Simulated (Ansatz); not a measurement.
`O[SiH2]/C=C\[SiH](O)O`, charge 0, multiplicity 1.

Question: Give a relaxed structure at PBE0-D4/def2-TZVP (Ansatz 0.2.0). (Best estimate.)

Answer: Ansatz gave: 
Z-matrix (Å, degrees):
```
Si
C 1 1.867
O 1 1.637 2 112.9
H 1 1.485 2 109.0 3 -118.6
H 1 1.491 2 106.9 3 124.5
C 2 1.338 1 128.6 3 -3.6
H 2 1.094 1 114.4 3 177.0
H 3 0.968 1 116.3 2 49.5
Si 6 1.853 2 129.3 1 0.8
H 6 1.092 2 117.7 1 -179.9
O 9 1.645 6 108.0 2 -167.3
O 9 1.659 6 107.9 2 -49.5
H 9 1.487 6 114.0 2 72.7
H 11 0.957 9 117.4 6 -126.7
H 12 0.959 9 116.8 6 -160.3
```
This is one stationary point; other conformers may exist.
